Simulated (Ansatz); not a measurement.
Born–Oppenheimer molecular dynamics of a periodic cell of 17 atoms, AlSi16 (host Si, host structure diamond, interstitial Al). It goes on from the last frame of an earlier run, with new velocities.

Theory: DFT PBE, scalar-relativistic, plane waves, PAW (Ansatz 0.2.0). Settings: accuracy low, PAW set soft_1, cutoff 420 eV, k mesh 2x2x2, fermi-dirac smearing 0.05 eV, spin collinear.

```yaml
ensemble: NVE (velocity Verlet)
time_step: 2 fs
steps_asked: 110
starting_velocities_drawn_for: 1260 K
seed: 701977
```

First frame:

```xyz
17
Lattice="0.0000 5.4300 5.4300 5.4300 0.0000 5.4300 5.4300 5.4300 0.0000" Properties=species:S:1:pos:R:3
Si -0.003 0.060 -0.058
Si 1.446 1.138 1.243
Si 2.915 2.687 0.007
Si 4.118 4.181 1.442
Si 2.803 0.276 2.691
Si 3.794 1.571 4.140
Si 5.324 2.858 2.906
Si 6.983 4.150 3.923
Si 0.042 2.531 2.760
Si 1.300 3.942 4.296
Si 2.686 5.394 2.723
Si 4.026 6.503 4.206
Si 2.894 2.996 5.550
Si 4.138 4.241 6.992
Si 5.652 5.344 5.298
Si 6.742 6.981 6.748
Al 5.524 5.516 8.304
```

What does the run give?

All steps were run.

```
steps done                                               : 110
time covered                                             : 220 fs
mean temperature over the second half                    : 1018 K
spread of the potential energy over the second half      : 23.2 meV per atom
mean potential energy of the second half above the start : 29.7 meV per atom
```

The conserved energy stayed within 0.49 meV per atom of its start (net change 0.19 meV per atom), so the integration is sound. A run of 0.22 ps of so small a system gives no equilibrium averages. Limits of this set-up: coarse k mesh, a small cell, in which the defect meets its images, low accuracy level.

What happens to the structure?

Mean squared displacements from the first frame to the last, about the centre of mass: Si 0.32 Å², Al 0.15 Å². The details hang on the random start.

How do temperature and energy run in time?


```csv
time (fs),T (K),potential energy less start (eV),conserved less start (meV/atom)
0,1260,0.000,0.00
6,1218,0.088,0.08
12,1091,0.352,0.22
18,1058,0.422,0.30
24,1206,0.116,0.19
30,1407,-0.304,-0.01
36,1436,-0.365,-0.06
42,1227,0.069,0.12
48,960,0.626,0.31
54,846,0.862,0.36
60,946,0.654,0.30
66,1173,0.182,0.13
72,1349,-0.183,0.04
78,1366,-0.217,0.07
84,1255,0.012,0.17
90,1144,0.244,0.28
96,1155,0.222,0.23
102,1243,0.036,0.07
108,1262,-0.004,0.04
114,1151,0.225,0.03
120,948,0.650,0.28
126,910,0.731,0.40
132,1125,0.280,0.06
138,1272,-0.026,-0.06
144,1191,0.146,0.16
150,1053,0.432,0.26
156,947,0.650,0.15
162,802,0.951,0.24
168,730,1.104,0.47
174,934,0.679,0.30
180,1251,0.019,0.01
186,1371,-0.230,-0.05
192,1204,0.117,0.06
198,883,0.786,0.35
204,713,1.139,0.48
210,820,0.914,0.22
216,954,0.633,0.05
```

The run took 19 min on 1 thread of Arm Neoverse V2, with other jobs on the host, peak memory 0.65 GiB.
